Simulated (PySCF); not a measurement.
Compound: C₇H₇OS (doublet state).
SMILES with atom numbers: `[CH3:1][C:2]#[C:3][C:4]1[CH2:5][CH:6]=[CH:7][S@@:8]1=[O:9]` (hydrogens: H10, H11, H12 on C1; H13, H14 on C5; H15 on C6; H16 on C7)

The calculation used UKS B3LYP, pcH-1 on C H O S, non-relativistic, mean-field spin-orbit, GIAO in PySCF. Geometry: GFN2-xTB; no solvent, vibrations or thermal averaging. The geometry wasn't refined by DFT: couplings that depend on bond lengths, twists or pyramidal angles can differ widely from those at the functional's own minimum. The SCF solution wasn't tested for stability.

Question: Predict the first-order ENDOR lines of H13, H14, H10/H11/H12, H16 and H15 under fast tumbling at B = 1217.3 mT (Q band).

Answer: For S = 1/2 in fast tumbling each set of equivalent nuclei gives two lines, ν± = |νn ± a/2| to first order, with νn = g_N μN B/h and μN/h = 7.62259 MHz/T.

```json
{"nuclei": "H13", "isotope": "1H", "g_N": "5.5857", "νn (MHz)": "51.83", "a_iso (MHz)": "70.54", "lower line (MHz)": "16.56", "upper line (MHz)": "87.10"}
{"nuclei": "H14", "isotope": "1H", "g_N": "5.5857", "νn (MHz)": "51.83", "a_iso (MHz)": "63.96", "lower line (MHz)": "19.85", "upper line (MHz)": "83.81"}
{"nuclei": "H10/H11/H12", "isotope": "1H", "g_N": "5.5857", "νn (MHz)": "51.83", "a_iso (MHz)": "41.23", "lower line (MHz)": "31.21", "upper line (MHz)": "72.45"}
{"nuclei": "H16", "isotope": "1H", "g_N": "5.5857", "νn (MHz)": "51.83", "a_iso (MHz)": "-1.69", "lower line (MHz)": "50.99", "upper line (MHz)": "52.67"}
{"nuclei": "H15", "isotope": "1H", "g_N": "5.5857", "νn (MHz)": "51.83", "a_iso (MHz)": "-1.15", "lower line (MHz)": "51.26", "upper line (MHz)": "52.40"}
```

Question: Which pairs are centred on the nuclear Larmor frequency, and which on half the coupling?

Answer: Centred on νn, since |a| < 2νn: H13, H14, H10/H11/H12, H16 and H15. No pair has |a| > 2νn.

Nuclei that the bonding pattern makes equivalent are averaged, as if the motion that swaps them (rotation, inversion, ring flip) were fast. The three 1H nuclei of mean +41.2 MHz run from 11.4 to 72.8 MHz in the frozen geometry.
